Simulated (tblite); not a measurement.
Compound: CH₇F₃Si₃.
SMILES: `FC(F)(F)[SiH]([SiH3])[SiH3]`

Method: GFN2-xTB as coded in tblite; computed harmonic values from a numerical Hessian at the method's own geometry, unscaled. Errors from tens to a few hundred cm⁻¹ against measured bands are possible. Modes of hydrogen on silicon can be 10 to 20 % off.

Harmonic wavenumbers (cm⁻¹): 26.8, 38.9, 44.9, 77.0, 77.3, 93.7, 213.3, 214.8, 331.4, 393.5, 398.3, 422.3, 449.2, 455.6, 458.4, 484.1, 505.4, 566.3, 644.2, 665.6, 751.3, 782.3, 788.2, 797.1, 799.5, 809.1, 1005.6, 1014.8, 1125.7, 2139.5, 2233.7, 2240.1, 2242.6, 2251.2, 2253.9, 2255.7.

A = 1315, B = 1255, C = 762.7 MHz; mass 159.981 u (most abundant isotopes); point group Cs, symmetry number 1.

Question: Zero-point energy?

Answer: ½Σν̃ = 15026 cm⁻¹ = 179.75 kJ/mol.

Question: What is S at 500 K and 1 bar for an ideal gas of classical rigid rotors and harmonic oscillators?

Answer: Translation 182.90, rotation 131.65, vibration 268.84: S = 583.4 J/(mol K).

Question: And Cp and H(500 K) − H(0)?

Answer: Cp = 233.34 J/(mol K), of which vibrations give 200.08 (their classical limit is 36 R = 299.3); H(500 K) − H(0) = 77.64 kJ/mol without the zero-point energy, 61.01 from vibrations.

Question: Which modes carry the vibrational entropy at 500 K?

Answer: 26.8 cm⁻¹: 29.62; 38.9 cm⁻¹: 26.53; 44.9 cm⁻¹: 25.33; 77.0 cm⁻¹: 20.86; 77.3 cm⁻¹: 20.83; 93.7 cm⁻¹: 19.24 J/(mol K); the other 30 give 126.43 together.

Question: What must be added to the electronic energy to get the Gibbs energy at 500 K and 1 bar?

Answer: ZPE + [H(500 K) − H(0)] − T·S = 179.75 + 77.64 − 291.69 = -34.30 kJ/mol.

Hindered rotation and anharmonicity are outside this model.

Shape of the structure used: `[F:1][C:2]([F:3])([F:4])[SiH:5]([SiH3:6])[SiH3:7]`: F1–C2–Si5–Si6 179°.
